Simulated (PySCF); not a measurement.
SMILES c1(ccc(C)cc1)C (C8H10), singlet (GFN2-xTB optimised geometry):

```
18

C     -1.521    -2.446    -0.021
C     -0.747    -1.163     0.000
C     -1.404     0.061     0.000
C     -0.695     1.247     0.000
C      0.694     1.247     0.000
C      1.457     2.538    -0.019
C      1.351     0.024     0.000
C      0.641    -1.163     0.000
H     -2.418    -2.367     0.589
H     -0.916    -3.272     0.346
H     -1.830    -2.679    -1.041
H     -2.485     0.084     0.003
H     -1.227     2.189     0.003
H      2.485     2.387     0.299
H      0.989     3.272     0.634
H      1.470     2.949    -1.029
H      2.432     0.000     0.002
H      1.174    -2.103     0.002
```

Method: B3LYP/def2-SVP (PySCF).

What are the frontier orbital energies and the dipole moment?

HOMO-2 -9.09 eV, HOMO-1 -6.85 eV, HOMO -6.35 eV, LUMO -0.07 eV, LUMO+1 0.07 eV; dipole moment 0.12 D.

Meta-Löwdin charges at B3LYP/def2-SVP: C1 -0.29, C2 0.02, C3 -0.11, C4 -0.11, C5 0.02, C6 -0.29, C7 -0.11, C8 -0.11, H9 0.10, H10 0.10, H11 0.10, H12 0.09, H13 0.09, H14 0.10, H15 0.10, H16 0.10, H17 0.09, H18 0.09.
